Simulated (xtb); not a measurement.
hydrogen telluride (H₂Te), singlet, geometry from GFN2-xTB; GFN0-xTB (xtb).

Input for xtb:
```
$ xtb mol.xyz --gfn 0 --json

# file mol.xyz
3

Te    -0.00025927     0.04373338     0.00203842
H     -1.13139252    -1.14269398    -0.07705391
H      1.14487465    -1.13144164    -0.02894369
```

Question: Write the output that xtb gives for this input, abridged.

Answer: 
```
   ID    Z sym.   atoms
    1   52 Te     1
    2    1 H      2, 3

           -------------------------------------------------
          |                Calculation Setup                |
           -------------------------------------------------

           -------------------------------------------------
          |                 G F N 0 - x T B                 |
           -------------------------------------------------

          ...................................................
          :                      SETUP                      :
          :.................................................:
          :  # basis functions                  14          :
          :  # atomic orbitals                  13          :
          :  # shells                            7          :
          :  # electrons                         8          :
          :  electronic temp.          300.0000000     K    :
          :  accuracy                    1.0000000          :
          :  -> integral cutoff          0.2500000E+02      :
          :  -> integral neglect         0.1000000E-07      :
          ...................................................

         :::::::::::::::::::::::::::::::::::::::::::::::::::::
         ::                     SUMMARY                     ::
         :::::::::::::::::::::::::::::::::::::::::::::::::::::
         :: total energy              -4.265786460986 Eh    ::
         :: gradient norm              0.011260801178 Eh/a0 ::
         :: HOMO-LUMO gap              3.837339578256 eV    ::
         ::.................................................::
         :: H0 energy                 -4.279260845132 Eh    ::
         :: repulsion energy           0.017146082262 Eh    ::
         :: electrostat energy        -0.003443145943 Eh    ::
         :: -> Gsolv                   0.000000000000 Eh    ::
         ::    -> Gsasa                0.000000000000 Eh    ::
         ::    -> Gshift               0.000000000000 Eh    ::
         :: dispersion energy         -0.000228552173 Eh    ::
         :: short-range corr.          0.000000000000 Eh    ::
         :: add. restraining           0.000000000000 Eh    ::
         :: total charge               0.000000000000 e     ::
         :::::::::::::::::::::::::::::::::::::::::::::::::::::

           -------------------------------------------------
          |                Property Printout                |
           -------------------------------------------------

    * Orbital Energies and Occupations

         #    Occupation            Energy/Eh            Energy/eV
      -------------------------------------------------------------
         1        2.0000           -0.7137787             -19.4229
         2        2.0000           -0.5159204             -14.0389
         3        2.0000           -0.4973960             -13.5348
         4        2.0000           -0.4125352             -11.2257 (HOMO)
         5                         -0.2715156              -7.3883 (LUMO)
         6                         -0.1794188              -4.8822
         7                         -0.1007367              -2.7412
         8                         -0.0752575              -2.0479
         9                         -0.0278761              -0.7585
        10                         -0.0278761              -0.7585
        11                         -0.0278761              -0.7585
        12                          0.4349369              11.8352
        13                          1.1263524              30.6496
      -------------------------------------------------------------
                  HL-Gap            0.1410196 Eh            3.8373 eV
             Fermi-level            0.0000000 Eh            0.0000 eV

     #   Z          covCN         q      C6AA      α(0)
     1  52 Te       1.904    -0.152   443.848    38.823
     2   1 H        0.952     0.076     2.018     2.220
     3   1 H        0.952     0.076     2.018     2.220

 Mol. C6AA /au·bohr⁶  :        570.495819
 Mol. C8AA /au·bohr⁸  :      49305.265690
 Mol. α(0) /au        :         43.263487

Wiberg/Mayer (AO) data.
largest (>0.10) Wiberg bond orders for each atom

 ---------------------------------------------------------------------------
     #   Z sym  total        # sym  WBO       # sym  WBO       # sym  WBO
 ---------------------------------------------------------------------------
     1  52 Te   1.990 --     3 H    0.995     2 H    0.995
     2   1 H    0.993 --     1 Te   0.995
     3   1 H    0.993 --     1 Te   0.995
 ---------------------------------------------------------------------------

Topologies differ in total number of bonds
Writing topology from bond orders to xtbtopo.mol

 dipole moment from electron density (au)
     X       Y       Z
  -0.0012   0.2001   0.0093  total (Debye):    0.509

           -------------------------------------------------
          | TOTAL ENERGY               -4.265786460986 Eh   |
          | GRADIENT NORM               0.011260801178 Eh/α |
          | HOMO-LUMO GAP               3.837339578256 eV   |
           -------------------------------------------------

normal termination of xtb
```
